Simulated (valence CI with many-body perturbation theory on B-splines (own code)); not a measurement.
**E1 transitions of Pb I**

Computed by configuration interaction combined with many-body perturbation theory (CI+MBPT): four valence electrons over a frozen Dirac-Fock core [Xe] 4f14 5d10, a basis of 11 s, 11 p, 10 d, 8 f, 5 g, 2 h functions for each j, with the one-electron correlation potential Σ1 (screened to all orders), the two-electron term Σ2, the three-electron term Σ3, Breit, model QED; selected single and double excitations, second order for the rest, scaled by the run's own slope (own B-spline code, finite nucleus).

Against 21 measured levels this calculation errs by 188 cm⁻¹ on average and by 486 at most. These come from a selection out of the NIST Handbook of Basic Atomic Spectroscopic Data. Levels without a partner in it may be off by more. Among the levels kept, up to 270 cm⁻¹ of a level comes from second order outside the variational space, and about a tenth of that is noise between levels of different J, which matters for small intervals.

Lines 1 to 50 of 341 in falling wavelength, among levels below 57141 cm⁻¹, chosen from the strongest by gf and those to the six lowest levels. Wavelengths and rates use the calculated energies, so an error of 200 cm⁻¹ moves a line at 3905 nm by 7.8 % and its rate by three times that or more. Electric multipoles are in the length gauge, E1 and E2 with the static RPA response of the core. Weak lines are less certain than strong ones. Lines between different terms over intervals too small for the method are left out, as are lines whose strength nearly cancels and 4 of this kind that miss the measured wavelength by over 7 %. Where a level lies close to another of its J and parity, the split of strength between their lines is uncertain. The highest levels of a list are the least certain. Branching is blank where the lifetime is uncertain.

Levels are named by their leading jj configuration (3d3/2^4 stands for four electrons in 3d with j = 3/2), which in mixed levels can hold well under half, so a name can repeat and another be missing.

```
λ vac (nm)                    Upper                   Lower   A (s⁻¹)  log gf  Branch %
      4971   (6s^2 6p1/2 8d3/2) J=2  (5f5/2 6s^2 6p1/2) J=2  1.35e+04   -1.60       0.2
      4946   (6s^2 6p1/2 8d3/2) J=2  (5f5/2 6s^2 6p1/2) J=3  1.51e+05   -0.56       1.7
      4919   (6s^2 6p1/2 8d3/2) J=2  (5f7/2 6s^2 6p1/2) J=3  4.78e+04   -1.06       0.5
      4903     (6s^2 6p1/2 11s) J=1  (6s^2 6p1/2 9p3/2) J=2  1.26e+05   -0.87       1.8
      4893     (6s^2 6p1/2 11s) J=0  (6s^2 6p1/2 9p3/2) J=1  1.54e+05   -1.26       2.8
      4858     (6s^2 6p1/2 11s) J=1  (6s^2 6p1/2 9p3/2) J=1  2.50e+04   -1.58       0.4
      4797   (6s^2 6p1/2 8d5/2) J=2  (5f5/2 6s^2 6p1/2) J=3  5.42e+04   -1.03       0.2
      4771   (6s^2 6p1/2 8d5/2) J=2  (5f7/2 6s^2 6p1/2) J=3  1.31e+05   -0.65       0.6
      4707     (6s^2 6p1/2 11s) J=1  (6s^2 6p1/2 9p1/2) J=0  2.82e+04   -1.55       0.4
      4661   (6s^2 6p1/2 8d5/2) J=3  (5f5/2 6s^2 6p1/2) J=2  8.98e+03   -1.69       0.0
      4648   (6s^2 6p1/2 8d3/2) J=1  (5f5/2 6s^2 6p1/2) J=2  1.58e+05   -0.81       0.3
      4624   (6s^2 6p1/2 8d5/2) J=3  (5f7/2 6s^2 6p1/2) J=4  1.54e+05   -0.46       0.6
      4615   (6s^2 6p1/2 8d5/2) J=3  (5f7/2 6s^2 6p1/2) J=3  7.32e+03   -1.79       0.0
      4527      (6s^2 6p1/2 9s) J=0  (6s^2 6p1/2 8p1/2) J=1  1.13e+06   -0.46       5.4
      4524   (6s^2 6p1/2 9p1/2) J=0  (6s^2 6p1/2 7d3/2) J=1  5.96e+05   -0.74      17.7
      4508  (6s^2 6p1/2 11p1/2) J=1  (6s^2 6p1/2 8d3/2) J=1  1.75e+04   -1.80       1.1
      4442      (6s^2 6p1/2 9s) J=1  (6s^2 6p1/2 8p1/2) J=1  9.47e+05   -0.08       3.1
      4393   (6s^2 6p1/2 9p3/2) J=1  (6s^2 6p1/2 7d3/2) J=1  1.29e+04   -1.95       0.4
      4392  (6s^2 6p1/2 11p1/2) J=0  (6s^2 6p1/2 8d3/2) J=1  1.37e+05   -1.40       8.4
      4356   (6s^2 6p1/2 9p3/2) J=2  (6s^2 6p1/2 7d3/2) J=1  1.08e+04   -1.81       0.3
      4346  (6s^2 6p1/2 11p3/2) J=2  (6s^2 6p1/2 8d5/2) J=3  5.65e+04   -1.10       2.5
      4307     (6s^2 6p1/2 11s) J=0  (6s^2 6p1/2 9p1/2) J=1  1.48e+05   -1.39       2.7
      4280     (6s^2 6p1/2 11s) J=1  (6s^2 6p1/2 9p1/2) J=1  1.17e+05   -1.02       1.7
      4269  (6s^2 6p1/2 11p3/2) J=1  (6s^2 6p1/2 8d5/2) J=2  4.26e+04   -1.46       0.7
      4240  (6s^2 6p1/2 11p1/2) J=1  (6s^2 6p1/2 8d3/2) J=2  5.80e+04   -1.33       3.8
      4159   (6s^2 6p1/2 9p3/2) J=2  (6s^2 6p1/2 7d5/2) J=3  2.73e+05   -0.45       7.6
      4149   (5g7/2 6s^2 6p1/2) J=3  (5f5/2 6s^2 6p1/2) J=2  3.48e+06    0.80      90.3
      4144   (5g9/2 6s^2 6p1/2) J=5  (5f7/2 6s^2 6p1/2) J=4  3.84e+06    1.04     100.0
      4138   (5g9/2 6s^2 6p1/2) J=4  (5f5/2 6s^2 6p1/2) J=3  4.93e+04   -0.94       1.3
      4135   (5g7/2 6s^2 6p1/2) J=4  (5f5/2 6s^2 6p1/2) J=3  3.71e+06    0.93      96.4
      4131   (5g7/2 6s^2 6p1/2) J=3  (5f5/2 6s^2 6p1/2) J=3  1.11e+05   -0.70       2.9
      4126   (5g9/2 6s^2 6p1/2) J=4  (5f7/2 6s^2 6p1/2) J=4  1.32e+05   -0.52       3.4
      4123   (5g7/2 6s^2 6p1/2) J=4  (5f7/2 6s^2 6p1/2) J=4  1.11e+05   -0.59       2.9
      4119   (5g9/2 6s^2 6p1/2) J=4  (5f7/2 6s^2 6p1/2) J=3  3.68e+06    0.92      95.3
      4116   (5g7/2 6s^2 6p1/2) J=4  (5f7/2 6s^2 6p1/2) J=3  2.62e+04   -1.22       0.7
      4112   (6s^2 6p1/2 9p1/2) J=1  (6s^2 6p1/2 7d3/2) J=2  3.70e+05   -0.55      24.5
      4112   (5g7/2 6s^2 6p1/2) J=3  (5f7/2 6s^2 6p1/2) J=3  2.00e+05   -0.45       5.2
      4107  (6s^2 6p1/2 11p3/2) J=2  (6s^2 6p1/2 8d3/2) J=2  9.15e+03   -1.94       0.4
      3999   (6s^2 6p1/2 9p3/2) J=1  (6s^2 6p1/2 7d5/2) J=2  2.41e+05   -0.76       7.1
      3969   (6s^2 6p1/2 9p3/2) J=2  (6s^2 6p1/2 7d5/2) J=2  1.38e+04   -1.79       0.4
      3960   (6s^2 6p1/2 8p1/2) J=1     (6s^2 6p1/2 8s) J=1  1.53e+06    0.03      37.5
      3906   (6s^2 6p1/2 8p1/2) J=1     (6s^2 6p1/2 8s) J=0  7.83e+05   -0.27      19.2
      3905   (6s^2 6p1/2 6d3/2) J=2  (6s^2 6p1/2 7p1/2) J=1  7.64e+05   -0.06       2.1
      3664   (6s^2 6p1/2 9p3/2) J=2  (6s^2 6p1/2 7d3/2) J=2  2.87e+04   -1.54       0.8
      3521   (6s^2 6p1/2 6f5/2) J=2  (6s^2 6p1/2 7d3/2) J=1  1.81e+06    0.23      21.2
      3502  (6s^2 6p1/2 10p1/2) J=1     (6s^2 6p1/2 9s) J=1  6.14e+04   -1.47          
      3451  (6s^2 6p1/2 10p1/2) J=1     (6s^2 6p1/2 9s) J=0  2.78e+04   -1.83          
      3417   (6s^2 6p1/2 6f7/2) J=3  (6s^2 6p1/2 7d5/2) J=3  1.55e+05   -0.72       1.9
      3411   (6s^2 6p1/2 6f7/2) J=4  (6s^2 6p1/2 7d5/2) J=3  2.15e+06    0.53      26.6
      3402   (6s^2 6p1/2 6f5/2) J=3  (6s^2 6p1/2 7d5/2) J=3  8.94e+04   -0.96       1.0
```

Task: How does gf follow from A for the line at 3502 nm?

Result: gf = 1.4992 × (2J+1)_upper × A / σ², with σ = 2855 cm⁻¹ and 2J+1 = 3: gf = 0.0339.
